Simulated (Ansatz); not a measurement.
`[NH2][In]([NH2])[NH2]` and `[NH2][InH][NH2]` differ in one atom or group.

Ansatz, PBE0-D4/def2-TZVP geometries, multiplicity 1. Each molecule was computed in one conformer, which needn't be the lowest.

Elements past krypton have def2 core potentials.

| property | `[NH2][In]([NH2])[NH2]` |
| --- | --- |
| LUMO energy (PBE0/def2-TZVPP) / eV | -0.63 |
| HOMO–LUMO gap (PBE/def2-TZVPP) / eV | 3.88 |
| HOMO energy (B3LYP/def2-TZVPP) / eV | -6.52 |
| HOMO energy (ωB97M-V/def2-TZVPP) / eV | -9.13 |
| HOMO energy (PBE0/def2-TZVPP) / eV | -6.77 |
| size of the dipole moment (B3LYP/def2-TZVPP) / D | 0.94 |

Give the same properties after the change, and the shifts. (An estimate is asked.)

Computed: 
```json
{"property": "LUMO energy (PBE0/def2-TZVPP) / eV", "`[NH2][InH][NH2]`": "-0.47", "shift": "0.16"}
{"property": "HOMO–LUMO gap (PBE/def2-TZVPP) / eV", "`[NH2][InH][NH2]`": "4.20", "shift": "0.32"}
{"property": "HOMO energy (B3LYP/def2-TZVPP) / eV", "`[NH2][InH][NH2]`": "-6.47", "shift": "0.05"}
{"property": "HOMO energy (ωB97M-V/def2-TZVPP) / eV", "`[NH2][InH][NH2]`": "-9.06", "shift": "0.07"}
{"property": "HOMO energy (PBE0/def2-TZVPP) / eV", "`[NH2][InH][NH2]`": "-6.70", "shift": "0.07"}
{"property": "size of the dipole moment (B3LYP/def2-TZVPP) / D", "`[NH2][InH][NH2]`": "0.18", "shift": "-0.76"}
```

With PBE0 the HOMO rises by 0.07 eV and the LUMO rises by 0.16 eV, so the gap widens by about 0.09 eV. PBE moves the HOMO by 0.04 eV and ωB97M-V by 0.07 eV. The zero-point energy changes by -50.1 kJ/mol with -6 modes. Dipoles are sizes alone; their direction can turn.

B3LYP here is the variant with VWN-RPA as its local correlation; programs differ in this.
